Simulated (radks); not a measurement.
All-electron atom: Ag30+ in [Ne] 3s2 3p5. Calculated with a radial shooting solver on a logarithmic mesh with Libxc functionals: Dirac Kohn-Sham, PBE, spin-unpolarised, spherical densities, finite nucleus; open shells fill j = l - 1/2 first; Fermi nuclear charge, rms radius 4.5454 fm.

Spin-orbit splittings of the eigenvalues, e(l+1/2) - e(l-1/2), with zeta = 2 splitting/(2l+1) and mean radii in bohr:

| shell | occ. | splitting (eV) | zeta (eV) | <r> j=l-1/2 | <r> j=l+1/2 |
|---|---|---|---|---|---|
| 2p | 6 | 178.5 | 119.0 | 0.1129 | 0.1177 |
| 3p | 5 | 41.53 | 27.69 | 0.3177 | 0.3254 |
| 3d | 0 | ? | ? | 0.2861 | 0.2885 |
| 4p | 0 | 15.12 | 10.08 | 0.6293 | 0.6399 |

Estimate the 3d splitting.

Answer. 9.526 eV (zeta = 3.810 eV).
